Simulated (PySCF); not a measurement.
Isomers of C4H9ClO3Si, mass 168.001 u with the commonest isotopes. Theory: PBE0/pcSseg-1 in PySCF (dipole) on a GFN2-xTB geometry, gas phase. One conformer each, none proved a minimum here; rigid rotors.

**Question.** Order these by radius of gyration √(Σ m r²/M), smallest first.
A. `[CH3:1][CH2:2][O:3][Si:4]([OH:5])([OH:6])/[CH:7]=[CH:8]/[Cl:9]` with C1–C2–O3–Si4 61°, C2–O3–Si4–O5 40°, O3–Si4–O5–H 160°, O3–Si4–O6–H 30°, O3–Si4–C7–C8 -121°
B. `[CH2:1]=[CH:2][CH2:3][O:4][Si:5]([OH:6])([OH:7])[CH2:8][Cl:9]` with C1–C2–C3–O4 133°, C2–C3–O4–Si5 -179°, C3–O4–Si5–O6 -68°, O4–Si5–O6–H -87°, O4–Si5–O7–H -46°
C. `[CH3:1][O:2][C@@H:3]1[CH2:4][O:5][Si@@H:6]([CH2:7][Cl:8])[O:9]1` with C1–O2–C3–C4 -179°, O5–Si6–C7–Cl8 -91°, O2–C3–C4–O5 -103°, C3–C4–O5–Si6 1°, C4–O5–Si6–C7 -129°, O5–Si6–O9–C3 25°
D. `[CH3:1][O:2][C@@H:3]1[O:4][SiH2:5][O:6][CH2:7][C@H:8]1[Cl:9]` with C1–O2–C3–O4 -64°, O2–C3–O4–Si5 -77°, C3–O4–Si5–O6 -15°, O4–Si5–O6–C7 8°, Si5–O6–C7–C8 -28°

**Answer.** D (2.021 Å), B (2.373 Å), C (2.456 Å), A (2.537 Å).

**Question.** Order these by dipole moment, largest first.
A. `[CH3:1][O:2][C@@H:3]1[O:4][SiH2:5][O:6][CH2:7][C@H:8]1[Cl:9]` with C1–O2–C3–O4 -64°, O2–C3–O4–Si5 -77°, C3–O4–Si5–O6 -15°, O4–Si5–O6–C7 8°, Si5–O6–C7–C8 -28°
B. `[CH3:1][O:2][C@@H:3]1[CH2:4][O:5][Si@@H:6]([CH2:7][Cl:8])[O:9]1` with C1–O2–C3–C4 -179°, O5–Si6–C7–Cl8 -91°, O2–C3–C4–O5 -103°, C3–C4–O5–Si6 1°, C4–O5–Si6–C7 -129°, O5–Si6–O9–C3 25°
C. `[CH3:1][CH2:2][O:3][Si:4]([OH:5])([OH:6])/[CH:7]=[CH:8]/[Cl:9]` with C1–C2–O3–Si4 61°, C2–O3–Si4–O5 40°, O3–Si4–O5–H 160°, O3–Si4–O6–H 30°, O3–Si4–C7–C8 -121°

**Answer.** B (3.16 D), A (2.47 D), C (1.34 D).

**Question.** Order these by rotational constant C, largest first.
A. `[CH3:1][CH2:2][O:3][Si:4]([OH:5])([OH:6])/[CH:7]=[CH:8]/[Cl:9]` with C1–C2–O3–Si4 61°, C2–O3–Si4–O5 40°, O3–Si4–O5–H 160°, O3–Si4–O6–H 30°, O3–Si4–C7–C8 -121°
B. `[CH2:1]=[CH:2][CH2:3][O:4][Si:5]([OH:6])([OH:7])[CH2:8][Cl:9]` with C1–C2–C3–O4 133°, C2–C3–O4–Si5 -179°, C3–O4–Si5–O6 -68°, O4–Si5–O6–H -87°, O4–Si5–O7–H -46°
C. `[CH3:1][O:2][C@@H:3]1[CH2:4][O:5][Si@@H:6]([CH2:7][Cl:8])[O:9]1` with C1–O2–C3–C4 -179°, O5–Si6–C7–Cl8 -91°, O2–C3–C4–O5 -103°, C3–C4–O5–Si6 1°, C4–O5–Si6–C7 -129°, O5–Si6–O9–C3 25°
D. `[CH3:1][O:2][C@@H:3]1[O:4][SiH2:5][O:6][CH2:7][C@H:8]1[Cl:9]` with C1–O2–C3–O4 -64°, O2–C3–O4–Si5 -77°, C3–O4–Si5–O6 -15°, O4–Si5–O6–C7 8°, Si5–O6–C7–C8 -28°

**Answer.** D (864.6 MHz), B (581.5 MHz), C (521.0 MHz), A (500.2 MHz).

```json
{"SMILES": "CO[C@@H]1CO[Si@@H](CCl)O1", "point group": "C1", "Ia (u·Å²)": "167.43", "Ib (u·Å²)": "888.55", "Ic (u·Å²)": "969.95", "κ": "-0.96", "μa (D)": "2.39", "μb (D)": "0.77", "μc (D)": "1.92"}
{"SMILES": "CCO[Si](O)(O)/C=C/Cl", "point group": "C1", "Ia (u·Å²)": "304.95", "Ib (u·Å²)": "847.60", "Ic (u·Å²)": "1010.35", "κ": "-0.83", "μa (D)": "1.32", "μb (D)": "0.06", "μc (D)": "0.22"}
{"SMILES": "C=CCO[Si](O)(O)CCl", "point group": "C1", "Ia (u·Å²)": "392.62", "Ib (u·Å²)": "631.08", "Ic (u·Å²)": "869.13", "κ": "-0.38", "μa (D)": "0.24", "μb (D)": "1.30", "μc (D)": "0.29"}
{"SMILES": "CO[C@@H]1O[SiH2]OC[C@H]1Cl", "point group": "C1", "Ia (u·Å²)": "319.98", "Ib (u·Å²)": "467.94", "Ic (u·Å²)": "584.50", "κ": "-0.40", "μa (D)": "2.11", "μb (D)": "1.06", "μc (D)": "0.73"}
```
